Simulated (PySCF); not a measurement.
## Ionisation energy of Sc by level of theory

Sc [Ar] 3d1 4s2 (2D) → Sc⁺ [Ar] 3d1 4s1 (3D), as a difference of total energies. Computed with PySCF 2.14 in x2c-TZVPall (6s5p4d1f, 48 functions), with scalar relativity by spin-free X2C-1e. Correlated levels: valence: [Ar] frozen. The calculations carry no spin-orbit coupling.

| method | ionisation energy (eV) | error (eV) |
| --- | --- | --- |
| UHF | 5.394 | -1.168 |
| M06-2X | 6.807 | +0.245 |
| PBE | 6.545 | -0.017 |
| MP2 (valence) | 6.054 | -0.508 |
| SCS-MP2 (valence) | 6.189 | -0.373 |

Reference: 6.562 eV (measured; NIST levels, between the centres of gravity of the two terms).

Errors of the correlated levels include the incompleteness of this basis and the frozen core.

MP2 underrates the near-degeneracy of ns² with np² in the lower species.
